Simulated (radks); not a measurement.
Values are calculated unless marked as measured or tabulated.
Orbital eigenvalues (eV) of the ruthenium ion Ru36+, [He] 2s2 2p4, at several levels of relativity; Dirac values are averaged over j with weights 2j + 1. Spin-unpolarised spherical Kohn-Sham, PBE, point nucleus unless stated (finite: rms radius 4.4809 fm), a radial shooting solver on a logarithmic mesh with Libxc functionals. A level marked "c x" has the speed of light scaled by that factor and shares open shells by 2j + 1; other Dirac levels either fill j = l - 1/2 first or share by 2j + 1.

| shell | non-rel. | scalar-rel. | Dirac, low j first | Dirac, c x 1.5 | change of magnitude, last against first (%) |
|---|---|---|---|---|---|
| 1s | -23800 | -24435 | -24421 | -24071 | +1.14 |
| 2s | -5191.5 | -5364.1 | -5361.3 | -5265.3 | +1.42 |
| 2p | -5025.6 | -5087.3 | -5086.9 | -5053.1 | +0.55 |
| 3s (empty) | -2174.3 | -2229.5 | -2228.8 | -2198.0 | +1.09 |
| 3p (empty) | -2118.7 | -2143.7 | -2143.7 | -2129.8 | +0.53 |
